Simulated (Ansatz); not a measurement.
```xyz
8

F     0.710   -2.034    1.682
C     0.099   -1.057    1.007
N     0.676   -0.440    0.107
Si   -0.007    0.844   -0.839
H    -0.921   -0.940    1.390
H     0.035    0.435   -2.263
H    -1.416    1.138   -0.448
H     0.824    2.054   -0.636
```

Charge 0, multiplicity 1.

Question: List the CAM-B3LYP/def2-TZVPP orbital energies in eV (Ansatz). (Estimate.)

Answer: The calculation gave: Occupied: -1801.47, -674.37, -391.55, -282.76, -146.01, -101.36, -101.32, -101.32, -36.21, -27.46, -19.85, -18.00, -16.75, -15.43, -14.56, -12.99, -12.19, -11.64, -10.54, -9.68. Lowest empty: 0.56, 1.33, 2.37, 2.43, 2.59, 3.11, 4.33, 5.11.
